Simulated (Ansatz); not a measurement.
Two members of one family (InH3 adduct), computed with Ansatz in the gas phase; def2 core potentials for In, no spin–orbit coupling. The two geometries come from different levels. Binding counts from free atoms in the multiplicity of their measured ground term, without zero-point energy. The structures are stationary points that may keep the symmetry of their start.

First: In(H2S)H3 (singlet, charge 0, r2SCAN-D4/def2-TZVP geometry).

Cartesian coordinates in Å:
```
In 0.1318 1.2032 -0.1874
S -0.7563 -1.4926 0.0473
H 0.3308 -2.0146 -0.5457
H -0.2363 -1.6683 1.2741
H -0.1726 1.2835 -1.8842
H 1.7376 0.8759 0.3664
H -1.0350 1.8128 0.9296
```

```json
{"level": "PBE-D4/def2-SVP", "HOMO (eV)": "-6.37", "LUMO (eV)": "-1.22", "gap (eV)": "5.15", "binding per atom (eV)": "2.21"}
{"level": "B97M-V/def2-TZVP", "HOMO (eV)": "-6.82", "LUMO (eV)": "-1.29", "gap (eV)": "5.54", "binding per atom (eV)": "2.33"}
{"level": "PBE0-D4/def2-SVP", "HOMO (eV)": "-7.57", "LUMO (eV)": "-0.49", "gap (eV)": "7.09", "binding per atom (eV)": "2.21"}
{"level": "PBE0-D4/def2-TZVP", "HOMO (eV)": "-7.63", "LUMO (eV)": "-0.68", "gap (eV)": "6.95", "binding per atom (eV)": "2.23"}
{"level": "CAM-B3LYP-D4/def2-TZVP", "HOMO (eV)": "-9.01", "LUMO (eV)": "0.07", "gap (eV)": "9.08", "binding per atom (eV)": "2.28"}
```

Second: In(H2O)H3 (singlet, charge 0, PBE-D4/def2-TZVP geometry).

Cartesian coordinates in Å:
```
In -0.4995 -0.7214 -0.6676
O 0.8995 0.6659 0.8348
H 0.3714 0.8225 1.6376
H 0.9833 1.5366 0.4068
H 0.5803 -2.0555 -0.9180
H -0.5803 0.5739 -1.8374
H -1.7548 -0.8219 0.5438
```

Problem. What does the change do? Estimate second minus first.

Solution. 
| level | Δ HOMO (eV) | Δ LUMO (eV) | Δ gap (eV) | Δ binding per atom (eV) |
| --- | --- | --- | --- | --- |
| PBE-D4/def2-SVP | 0.05 | -0.25 | -0.30 | 0.33 |
| B97M-V/def2-TZVP | 0.03 | -0.37 | -0.39 | 0.28 |
| PBE0-D4/def2-SVP | 0.06 | -0.20 | -0.25 | 0.30 |
| PBE0-D4/def2-TZVP | 0.03 | -0.31 | -0.34 | 0.29 |
| CAM-B3LYP-D4/def2-TZVP | 0.04 | -0.32 | -0.36 | 0.31 |
